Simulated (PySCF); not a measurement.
GeH₃, SMILES [GeH3], multiplicity 2. The structure is a stationary point at ωB97X-D3(BJ)/def2-TZVPD. The isomer is the one that the SMILES or the coordinates give; other isomers of the formula were not compared.

Level of theory: ωB97X-D3(BJ)/def2-TZVPD run with PySCF 2.14.0.

Harmonic wavenumbers (cm⁻¹): 727, 874, 874, 2142, 2171, 2171. Rotational constants (GHz): 130.1, 130.1, 78.25; symmetry number 3.

**Question.** Work out the zero-point energy and the ideal-gas rigid-rotor harmonic-oscillator thermochemistry at 298.15 K and 1 atm.

**Answer.** ZPE = ½ Σ hcν = ½ × 8959 cm⁻¹ = 53.59 kJ/mol. H − E(el) = 64.09 kJ/mol. Entropy in J/(mol K): translation 162.70, rotation 58.42, vibration 2.46, spin 5.76, total 229.34. G − E(el) = -4.29 kJ/mol. Cp = 41.08 J/(mol K).
